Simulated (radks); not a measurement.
Dipole-allowed excitations along the series with 28 electrons in [Ar] 3d10. All-electron calculation, scalar-relativistic Kohn-Sham, exchange-only LDA, spin-polarised, spherical densities, finite nucleus; Fermi nuclear charge, rms radius of each element as measured or else 0.836 A^(1/3) + 0.57 fm. Program: a radial shooting solver on a logarithmic mesh with Libxc functionals. Time-dependent linear response with the Hartree and adiabatic exchange-only LDA kernel, continuum included through the Sternheimer equations, no spin-orbit coupling, so fine structure and intercombination lines are absent. Lines are the poles of the dipole polarisability below minus the highest occupied eigenvalue, found on a grid refined at the orbital gaps; the lowest seven at most are given, and weak or close lines can be missed. The first line takes the name of the lowest orbital gap if no other gap lies below it; otherwise a line is named after a gap within 0.6 % of it, if that gap stands alone.

| species | -e(HOMO) (eV) | lowest orbital gap (eV) | first line (eV) | f | strongest line (eV) | its f | static alpha (bohr^3) |
|---|---|---|---|---|---|---|---|
| In21+ | 1010.6 | 3d-4p 452.70 | 456.01 (3d-4p) | 0.452 | 615.69 (unassigned) | 4.01 | 0.02118 |
| Sn22+ | 1093.7 | 3d-4p 489.02 | 492.50 (3d-4p) | 0.447 | 662.22 (unassigned) | 3.16 | 0.01869 |
| Sb23+ | 1179.8 | 3d-4p 526.62 | 530.28 (3d-4p) | 0.442 | 708.32 (unassigned) | 4.03 | 0.01656 |
| Te24+ | 1269.1 | 3d-4p 565.50 | 569.35 (3d-4p) | 0.438 | 755.89 (unassigned) | 4.43 | 0.01473 |
| I25+ | 1361.4 | 3d-4p 605.66 | 609.70 (3d-4p) | 0.433 | 804.86 (unassigned) | 4.69 | 0.01315 |
